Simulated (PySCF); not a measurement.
fluorine atom (F), doublet; PySCF with PBE0/def2-SV(P).

Input for PySCF:
```python
from pyscf import gto, scf, dft

mol = gto.M(
    atom='''
F     0.000000    0.000000    0.000000
''',
    basis='def2-sv(p)',
    charge=0,
    spin=1,
    verbose=4,
)

mf = dft.UKS(mol)
mf.xc = 'pbe0'
mf.level_shift = 0.3
mf.max_cycle = 100
mf.kernel()
mf.analyze()
```

Q: Write the output that PySCF gives for this input, abridged.

A: 
```
PySCF version 2.14.0

[INPUT] verbose = 4
[INPUT] num. atoms = 1
[INPUT] num. electrons = 9
[INPUT] charge = 0
[INPUT] spin (= nelec alpha-beta = 2S) = 1
[INPUT] symmetry False subgroup None
[INPUT] Mole.unit = angstrom
[INPUT] Symbol           X                Y                Z      unit          X                Y                Z       unit  Magmom
[INPUT]  1 F      0.000000000000   0.000000000000   0.000000000000 AA    0.000000000000   0.000000000000   0.000000000000 Bohr   0.0

nuclear repulsion = 0
number of shells = 6
number of NR pGTOs = 24
number of NR cGTOs = 14
basis = def2-sv(p)
ecp = {}

******** <class 'pyscf.dft.uks.UKS'> ********
method = UKS
initial guess = minao
damping factor = 0
level_shift factor = 0.3
DIIS = <class 'pyscf.scf.diis.CDIIS'>
diis_start_cycle = 1
diis_space = 8
diis_damp = 0
SCF conv_tol = 1e-09
SCF conv_tol_grad = None
SCF max_cycles = 100
direct_scf = True
direct_scf_tol = 1e-13
number electrons alpha = 5  beta = 4
XC library pyscf.dft.libxc version 7.1.2
    S. Lehtola, C. Steigemann, M. J. T. Oliveira, and M. A. L. Marques,  SoftwareX 7, 1–5 (2018)
XC functionals = pbe0
    C. Adamo and V. Barone,  J. Chem. Phys. 110, 6158 (1999)
    M. Ernzerhof and G. E. Scuseria,  J. Chem. Phys. 110, 5029 (1999)
radial grids:
    Treutler-Ahlrichs [JCP 102, 346 (1995); DOI:10.1063/1.469408] (M4) radial grids

becke partition: Becke, JCP 88, 2547 (1988); DOI:10.1063/1.454033
pruning grids: <function nwchem_prune>
grids dens level: 3
symmetrized grids: False
atomic radii adjust function: <function treutler_atomic_radii_adjust>
small_rho_cutoff = 0
Set gradient conv threshold to 3.16228e-05
tot grids = 14264
init E= -99.4242736940047

cycle= 1 E= -99.5461879670073  delta_E= -0.122  |g|= 0.0897  |ddm|= 0.632
cycle= 2 E= -99.5488630588931  delta_E= -0.00268  |g|= 0.0197  |ddm|= 0.0527
cycle= 3 E= -99.5490266870225  delta_E= -0.000164  |g|= 0.00885  |ddm|= 0.0165
cycle= 4 E= -99.5490561646657  delta_E= -2.95e-05  |g|= 0.00146  |ddm|= 0.00603
cycle= 5 E= -99.5490577292803  delta_E= -1.56e-06  |g|= 0.000301  |ddm|= 0.00168
cycle= 6 E= -99.5490578014564  delta_E= -7.22e-08  |g|= 5.16e-05  |ddm|= 0.00037
cycle= 7 E= -99.5490578036544  delta_E= -2.2e-09  |g|= 8.71e-06  |ddm|= 6.31e-05
cycle= 8 E= -99.5490578037481  delta_E= -9.37e-11  |g|= 3.31e-06  |ddm|= 1.17e-05
Extra cycle  E= -99.5490578038283  delta_E= -8.02e-11  |g|= 3.57e-06  |ddm|= 1.31e-05
converged SCF energy = -99.5490578038283  <S^2> = 0.75107247  2S+1 = 2.0010722
**** SCF Summaries ****
Total Energy =                         -99.549057803828262
Nuclear Repulsion Energy =               0.000000000000000
One-electron Energy =                 -139.145785500074595
Two-electron Energy =                   39.596727696246333
Two-electron Coulomb Energy =           49.893320492242339
DFT Exchange-Correlation Energy =      -10.296592795996002
**** MO energy ****
                             alpha | beta                alpha | beta
MO #1   energy= -24.8534771740786  | -24.8205244195458  occ= 1 | 1
MO #2   energy= -1.22132202452959  | -1.12177885225025  occ= 1 | 1
MO #3   energy= -0.566102555989563 | -0.437650314018141 occ= 1 | 1
MO #4   energy= -0.470239014762476 | -0.437648391448823 occ= 1 | 1
MO #5   energy= -0.470238899435683 | -0.2213640328113   occ= 1 | 0
MO #6   energy= 1.03015877873378   | 1.07408175813236   occ= 0 | 0
MO #7   energy= 1.06345057228036   | 1.14144781988831   occ= 0 | 0
MO #8   energy= 1.12251598340228   | 1.14144988899197   occ= 0 | 0
MO #9   energy= 1.12251604639898   | 1.18810006956321   occ= 0 | 0
MO #10  energy= 2.96198326947564   | 3.06509617124707   occ= 0 | 0
MO #11  energy= 2.98365094075449   | 3.06509635263572   occ= 0 | 0
MO #12  energy= 2.98365099893865   | 3.07754452966614   occ= 0 | 0
MO #13  energy= 3.05218424720239   | 3.07754592843959   occ= 0 | 0

To work with the spin densities directly, `use mulliken_meta_spin()` only printing them here.

 ** Mulliken spin pop alpha/beta on meta-lowdin orthogonal AOs **
 ** Mulliken Spin Density (per AO)  **
spin_pop of  0 F 1s       -0.00000
spin_pop of  0 F 2s        0.00027
spin_pop of  0 F 3s       -0.00050
spin_pop of  0 F 2px       0.01060
spin_pop of  0 F 2py       0.87090
spin_pop of  0 F 2pz       0.11679
spin_pop of  0 F 3px       0.00020
spin_pop of  0 F 3py       0.00119
spin_pop of  0 F 3pz       0.00032
spin_pop of  0 F 3dxy      0.00001
spin_pop of  0 F 3dyz      0.00007
spin_pop of  0 F 3dz^2     0.00002
spin_pop of  0 F 3dxz      0.00000
spin_pop of  0 F 3dx2-y2    0.00013
 ** Mulliken Spin Density (per atom)  **
spin density of  0 F =      1.00000
 ** Mulliken pop alpha/beta on meta-lowdin orthogonal AOs **
 ** Mulliken pop       alpha | beta **
pop of  0 F 1s        0.99999 | 0.99999
pop of  0 F 2s        0.99962 | 0.99934
pop of  0 F 3s        0.00010 | 0.00059
pop of  0 F 2px       0.99979 | 0.98918
pop of  0 F 2py       0.99881 | 0.12790
pop of  0 F 2pz       0.99967 | 0.88288
pop of  0 F 3px       0.00021 | 0.00002
pop of  0 F 3py       0.00119 | 0.00000
pop of  0 F 3pz       0.00033 | 0.00001
pop of  0 F 3dxy      0.00001 | 0.00000
pop of  0 F 3dyz      0.00009 | 0.00002
pop of  0 F 3dz^2     0.00003 | 0.00001
pop of  0 F 3dxz      0.00000 | 0.00000
pop of  0 F 3dx2-y2    0.00016 | 0.00004
In total             5.00000 | 4.00000
 ** Mulliken atomic charges   ( Nelec_alpha | Nelec_beta ) **
charge of  0F =     -0.00000  (     5.00000      4.00000 )
Dipole moment(X, Y, Z, Debye): -0.00000,  0.00000,  0.00000
```
